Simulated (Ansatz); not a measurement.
Ansatz (a quantum-chemistry and plane-wave program) input (CCSD(T)/def2-SVPD):

Ansatz 0.2 input:
```yaml
crystal:
  periodic: [false, false, false]
  atoms:
    - {symbol: Si, position_ang: [-0.48600714, -0.00332273, -0.06309540]}
    - {symbol: C, position_ang: [-2.32126024, -0.01586996, -0.30135536]}
    - {symbol: Br, position_ang: [0.17167494, 1.96990524, 0.72190295]}
    - {symbol: Br, position_ang: [0.54089652, -0.38131167, -1.99829306]}
    - {symbol: Br, position_ang: [0.11011366, -1.58296904, 1.38319442]}
    - {symbol: H, position_ang: [-2.81857188, 0.17005647, 0.65126254]}
    - {symbol: H, position_ang: [-2.63700915, -0.98614186, -0.68637929]}
    - {symbol: H, position_ang: [-2.60673671, 0.76096506, -1.01156583]}
basis:
  gaussian:
    orbitals: def2-SVPD
magnetization: {spin_polarized: false}
correlation: {method: ccsd_t, electrons: outside_noble_gas}
output: {forces: true}
```

End of the output:

```
mean field evaluation 8: about -218913.0757 eV, gradient 1.8e-1 eV
mean field evaluation 16: about -218912.4351 eV, gradient 1.3e1 eV
mean field -218913.07591880 eV, -8044.9071554035 hartree, gradient 5.0e-6 eV, S^2 0.000000; 0 other end points of the search recorded, 0 dependent functions left out
48 core orbitals not correlated
reference -218913.07591880 eV, -8044.9071554035 hartree; 16, 16 occupied and 127, 127 virtual orbitals, 1848 factors
densities: 5.73 GiB planned
second order -16.97871659 eV of doubles, -0.00000000 eV of singles
coupled cluster: 2.25 GiB planned
cycle   1  -17.85990882 eV  change   -8.8e-1 eV  update   9.2e-2
cycle   2  -18.23669520 eV  change   -3.8e-1 eV  update   2.5e-2
cycle   3  -18.30551989 eV  change   -6.9e-2 eV  update   1.1e-2
cycle   4  -18.30250179 eV  change    3.0e-3 eV  update   2.3e-3
cycle   5  -18.30142705 eV  change    1.1e-3 eV  update   7.6e-4
cycle   6  -18.30129091 eV  change    1.4e-4 eV  update   2.2e-4
cycle   7  -18.30128786 eV  change    3.1e-6 eV  update   7.9e-5
cycle   8  -18.30130332 eV  change   -1.5e-5 eV  update   2.5e-5
cycle   9  -18.30130210 eV  change    1.2e-6 eV  update   7.9e-6
perturbative correction -0.61525569 eV, -0.0226102295 hartree
the calculation of the forces begins
1.29 GiB of device memory are held for the factors and their scratch space
Total energy: -218931.99247658 eV, -8045.6023260799 hartree
Atom 0 at    -0.486007    -0.003323    -0.063095 Å, force     0.040865     0.000280     0.005305 eV/Å
Atom 1 at    -2.321260    -0.015870    -0.301355 Å, force     0.180493     0.001234     0.023432 eV/Å
Atom 2 at     0.171675     1.969905     0.721903 Å, force     0.071662     0.218826     0.086892 eV/Å
Atom 3 at     0.540897    -0.381312    -1.998293 Å, force     0.112610    -0.041928    -0.214783 eV/Å
Atom 4 at     0.110114    -1.582969     1.383194 Å, force     0.064835    -0.175195     0.160231 eV/Å
Atom 5 at    -2.818572     0.170056     0.651263 Å, force    -0.207493     0.071739     0.366114 eV/Å
Atom 6 at    -2.637009    -0.986142    -0.686379 Å, force    -0.137335    -0.375030    -0.150768 eV/Å
Atom 7 at    -2.606737     0.760965    -1.011566 Å, force    -0.125637     0.300074    -0.276424 eV/Å
Dipole moment:    -0.367508    -0.002513    -0.047711 e Å
```
